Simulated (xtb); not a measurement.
COS, charge -1, doublet, geometry from GFN2-xTB (a state made from the parent by changing its charge; the spin is typed, not shown lowest); GFN1-xTB with GBSA(water) (xtb).

The xtb input:
```
$ xtb mol.xyz --gfn 1 --chrg -1 --uhf 1 --gbsa water --json

# file mol.xyz
3

O     -1.64907801    -0.03336150    -0.05941692
C     -0.52949391     0.41701461     0.12119998
S      1.02309922    -0.13969972    -0.01574153
```

What the program printed (banner, timings and long lists left out):

```
   ID    Z sym.   atoms
    1    8 O      1
    2    6 C      2
    3   16 S      3

           -------------------------------------------------
          |                Calculation Setup                |
           -------------------------------------------------

           -------------------------------------------------
          |                 G F N 1 - x T B                 |
           -------------------------------------------------

      * Solvation model:               GBSA
        Solvent                        water
        Parameter file                 internal GFN1-xTB/GBSA
        Dielectric constant                7.8500E+01
        Reference state                gsolv [1 M gas/solution]
        Free energy shift                  2.0755E-03 Eh       1.3024E+00 kcal/mol
        Temperature                        2.9815E+02 K
        Density                            9.9800E-01 kg/L
        Solvent mass                       1.8000E+01 g/mol
        Interaction kernel             Still
        Born radius scaling (c1)           1.5808E+00
        Born radii integrator          GBOBC
        Born offset                        1.3596E-02 a0       2.5692E-02 AA
        H-bond correction              true
        Ion screening                  false
        Surface tension                    1.0000E-05 Eh       1.5569E+01 dyn/cm
        Grid points                               230 per atom

          ...................................................
          :                      SETUP                      :
          :.................................................:
          :  # basis functions                  18          :
          :  # atomic orbitals                  17          :
          :  # shells                            7          :
          :  # electrons                        17          :
          :  # halogen bonds                     0          :
          :  max. iterations                   250          :
          :  Hamiltonian                  GFN1-xTB          :
          :  restarted?                      false          :
          :  GBSA solvation                   true          :
          :  PC potential                    false          :
          :  electronic temp.          300.0000000     K    :
          :  accuracy                    1.0000000          :
          :  -> integral cutoff          0.2500000E+02      :
          :  -> integral neglect         0.1000000E-07      :
          :  -> SCF convergence          0.1000000E-05 Eh   :
          :  -> wf. convergence          0.2000000E-04 e    :
          :  Broyden damping             0.4000000          :
          :  net charge                         -1          :
          :  unpaired electrons                  1          :
          ...................................................

 iter      E             dE          RMSdq      gap      omega  full diag
   1    -10.7729031 -0.107729E+02  0.788E+00    1.36       0.0  T
   2    -10.7978806 -0.249775E-01  0.455E+00    1.33       1.0  T
   3    -10.7979234 -0.427684E-04  0.168E+00    1.34       1.0  T
   4    -10.7979788 -0.553674E-04  0.442E-02    1.34       1.3  T
   5    -10.7979803 -0.155240E-05  0.199E-03    1.34      29.0  T
   6    -10.7979803 -0.272595E-08  0.808E-04    1.34      71.4  T
   7    -10.7979803 -0.153063E-08  0.346E-04    1.34     167.0  T
   8    -10.7979803 -0.256444E-09  0.317E-07    1.34  100000.0  T
   9    -10.7979803  0.888178E-14  0.111E-07    1.34  100000.0  T

   *** convergence criteria satisfied after 9 iterations ***

         :::::::::::::::::::::::::::::::::::::::::::::::::::::
         ::                     SUMMARY                     ::
         :::::::::::::::::::::::::::::::::::::::::::::::::::::
         :: total energy             -10.739942192480 Eh    ::
         :: total w/o Gsasa/hb       -10.737026005776 Eh    ::
         :: gradient norm              0.050826343910 Eh/a0 ::
         :: HOMO-LUMO gap              1.338924648044 eV    ::
         ::.................................................::
         :: SCC energy               -10.797980331373 Eh    ::
         :: -> electrostatic           0.206698802415 Eh    ::
         :: -> Gsolv                  -0.098815433071 Eh    ::
         ::    -> Gelec               -0.095899246367 Eh    ::
         ::    -> Gsasa                0.002281884243 Eh    ::
         ::    -> Ghb                 -0.007273541587 Eh    ::
         ::    -> Gshift               0.002075470640 Eh    ::
         :: repulsion energy           0.058639726279 Eh    ::
         :: dispersion energy         -0.000601587386 Eh    ::
         :: halogen bond corr.         0.000000000000 Eh    ::
         :: add. restraining           0.000000000000 Eh    ::
         :: total charge              -1.000000000000 e     ::
         :::::::::::::::::::::::::::::::::::::::::::::::::::::

           -------------------------------------------------
          |                Property Printout                |
           -------------------------------------------------

    * Orbital Energies and Occupations

         #    Occupation            Energy/Eh            Energy/eV
      -------------------------------------------------------------
         1        2.0000           -0.7445771             -20.2610
         2        2.0000           -0.7044289             -19.1685
         3        2.0000           -0.5379712             -14.6389
         4        2.0000           -0.4914896             -13.3741
         5        2.0000           -0.4903047             -13.3419
         6        2.0000           -0.4387318             -11.9385
         7        2.0000           -0.3382581              -9.2045
         8        2.0000           -0.3327586              -9.0548
         9        1.0000           -0.2175149              -5.9189 (HOMO)
        10                         -0.1683103              -4.5800 (LUMO)
        11                         -0.0214254              -0.5830
        12                          0.0859834               2.3397
        13                          0.0859946               2.3400
        14                          0.1082956               2.9469
        15                          0.1304880               3.5508
        16                          0.4688887              12.7591
        17                          0.8067374              21.9524
      -------------------------------------------------------------
                  HL-Gap            0.0492046 Eh            1.3389 eV
             Fermi-level           -0.2340246 Eh           -6.3681 eV

  Mulliken/CM5 charges         n(s)   n(p)   n(d)
     1O    -0.66401 -0.70165   1.766  4.898  0.000
     2C     0.22810  0.28033   1.161  2.611  0.000
     3S    -0.56409 -0.57868   1.930  4.613  0.021

Wiberg/Mayer (AO) data.
largest (>0.10) Wiberg bond orders for each atom

 ---------------------------------------------------------------------------
     #   Z sym  total        # sym  WBO       # sym  WBO       # sym  WBO
 ---------------------------------------------------------------------------
     1   8 O    1.903 --     2 C    1.675     3 S    0.228
     2   6 C    3.325 --     1 O    1.675     3 S    1.650
     3  16 S    1.878 --     2 C    1.650     1 O    0.228
 ---------------------------------------------------------------------------

Topologies differ in total number of bonds
Writing topology from bond orders to xtbtopo.mol

 dipole moment from electron density (au)
     X       Y       Z
   0.7315   0.2024   0.0879  total (Debye):    1.942

           -------------------------------------------------
          | TOTAL ENERGY              -10.739942192480 Eh   |
          | GRADIENT NORM               0.050826343910 Eh/α |
          | HOMO-LUMO GAP               1.338924648044 eV   |
           -------------------------------------------------

normal termination of xtb
```
